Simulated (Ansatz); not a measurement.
`[CH3][V](=[O])([OH])[Cl]`, relaxed with RKS PBE-D4/def2-SVP in Ansatz 0.2.0 from a rough embedded geometry. The force threshold is 0.03 eV/Å; the program also tests the step.

The species carries charge 0 and has multiplicity 1.

Start:

```xyz
9

C     0.619   -0.484    1.097
V    -0.384    0.660   -0.392
O    -1.313    1.866    0.425
O    -1.587   -0.420   -1.435
Cl    1.172    1.690   -1.804
H    -0.055   -0.908    1.783
H     1.404    0.140    1.571
H     1.172   -1.317    0.540
H    -1.027   -1.229   -1.785
```

```json
{"step": "1", "energy (eV)": "-43381.8972", "largest force (eV/Å)": "5.461", "largest move (Å)": "0.000"}
{"step": "2", "energy (eV)": "-43383.0451", "largest force (eV/Å)": "2.444", "largest move (Å)": "0.191"}
{"step": "3", "energy (eV)": "-43383.2160", "largest force (eV/Å)": "1.299", "largest move (Å)": "0.092"}
{"step": "4", "energy (eV)": "-43383.2560", "largest force (eV/Å)": "0.666", "largest move (Å)": "0.048"}
{"step": "5", "energy (eV)": "-43383.2687", "largest force (eV/Å)": "0.149", "largest move (Å)": "0.026"}
{"step": "6", "energy (eV)": "-43383.2718", "largest force (eV/Å)": "0.109", "largest move (Å)": "0.024"}
{"step": "7", "energy (eV)": "-43383.2741", "largest force (eV/Å)": "0.022", "largest move (Å)": "0.043"}
```

End:

```xyz
9

C     0.602   -0.446    0.996
V    -0.352    0.643   -0.407
O    -1.180    1.685    0.415
O    -1.475   -0.464   -1.196
Cl    1.148    1.534   -1.699
H    -0.136   -0.880    1.700
H     1.274    0.250    1.540
H     1.188   -1.242    0.493
H    -1.068   -1.079   -1.842
```

Run time 10 s (4 threads of an AMD EPYC 7B13 on a shared host); peak host memory 0.2 GiB.
